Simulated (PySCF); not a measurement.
CHF2O3S, SMILES O=S(=O)(O)[C](F)F, multiplicity 2. Atoms are numbered in the order given.

```xyz
8

O     -1.3311     0.0993    -1.2764
S     -0.7071     0.0793     0.0382
O     -1.2832    -0.5202     1.2217
O     -0.3079     1.6209     0.4358
C      0.9277    -0.6837    -0.1836
F      1.6296    -0.8365     0.9178
F      1.6436    -0.1540    -1.1591
H     -0.3335     2.1479    -0.3867
```
Charge 0, spin multiplicity 2.

The structure is a stationary point at TPSSh-D3(BJ)/def2-SVP. The isomer is the one that the SMILES or the coordinates give; other isomers of the formula were not compared. The values are those of a single conformer.

Two levels are set side by side: PBE/pcH-1 (PySCF) and B3LYP/pcH-1 (PySCF). Contact hyperfine couplings, same geometry. Differences are taken from unrounded values.

```json
[
 {"quantity": "A(iso) of 17O, atom O1 (MHz)", "PBE": "0.1"},
 {"quantity": "A(iso) of 33S, atom S2 (MHz)", "PBE": "58.8"},
 {"quantity": "A(iso) of 17O, atom O3 (MHz)", "PBE": "-0.2"},
 {"quantity": "A(iso) of 17O, atom O4 (MHz)", "PBE": "-14.1"},
 {"quantity": "A(iso) of 13C, atom C5 (MHz)", "PBE": "412.8"},
 {"quantity": "A(iso) of 19F, atom F6 (MHz)", "PBE": "175.9"},
 {"quantity": "A(iso) of 19F, atom F7 (MHz)", "PBE": "176.6"},
 {"quantity": "A(iso) of 1H, atom H8 (MHz)", "PBE": "-2.6"}
]
```

These are the PBE values. What does B3LYP give? (The exact figures need the calculation; the answer reports its results.)


```tsv
quantity	B3LYP	PBE minus B3LYP
A(iso) of 17O, atom O1 (MHz)	0.2	-0.1
A(iso) of 33S, atom S2 (MHz)	55.5	3.3
A(iso) of 17O, atom O3 (MHz)	-0.3	0.1
A(iso) of 17O, atom O4 (MHz)	-14.4	0.3
A(iso) of 13C, atom C5 (MHz)	449.5	-36.7
A(iso) of 19F, atom F6 (MHz)	213.1	-37.1
A(iso) of 19F, atom F7 (MHz)	211.6	-34.9
A(iso) of 1H, atom H8 (MHz)	-2.8	0.2
```

Rough cost on one machine, each run with all the roots and properties that it gave: B3LYP against PBE within a factor of 2.
